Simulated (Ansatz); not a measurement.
`C[O][Al]([OH])[SiH3]` + `C/C=C/S` → `[SiH3]/C=C\S` + `C[O][Al]([CH3])[OH]`  (formal exchange of groups at the Si–Al bond)

Isolated molecules relaxed with PBE0-D4/def2-TZVP in Ansatz; ΔE leaves out vibrations. CBS: MP2 limit from def2 TZ/QZ plus the TZ coupled-cluster correction, frozen cores. Double bonds are as drawn, so ΔE can hold a change between cis and trans. Functionals use def2-TZVPP. B3LYP here is the variant with VWN-RPA as its local correlation; programs differ in this. HSE06 is defined as in plane-wave codes. Each species was taken in one conformer, which may not be the lowest.

(1) Is it downhill or uphill in electronic energy at CCSD(T)/CBS, and by how much? (Best estimate.)

(2) What do these levels give: B3LYP-D4, HSE06-D4, ωB97X-V, ωB97M-V, revPBE, r2SCAN, PBE0, B3LYP, RPA@PBE/def2-TZVPP, CCSD/def2-SVP, HF/def2-QZVPP, CCSD/CBS(def2)? (Best estimate.)

Largest T1 diagnostic among the species: 0.013.

## Answers

(1) The calculation gave: Downhill: ΔE = -28.1 kJ/mol.

(2) Ansatz gave: B3LYP-D4 -28.1, HSE06-D4 -19.0, ωB97X-V -23.1, ωB97M-V -34.1, revPBE -14.0, r2SCAN -28.2, PBE0 -16.6, B3LYP -23.2, RPA@PBE/def2-TZVPP -23.5, CCSD/def2-SVP -11.2, HF/def2-QZVPP -20.6, CCSD/CBS(def2) -26.6 kJ/mol.

In def2-TZVPP, CCSD(T) changes the Hartree–Fock value by −5.7 kJ/mol (the triples alone add −1.5 kJ/mol) and MP2 by −15.4 kJ/mol. Leaving LDA and LC-ωPBE aside and taking each functional with its dispersion term where it has one, the values, not all of them listed here, spread over 15.6 kJ/mol, from ωB97M-V to PBE-D4.
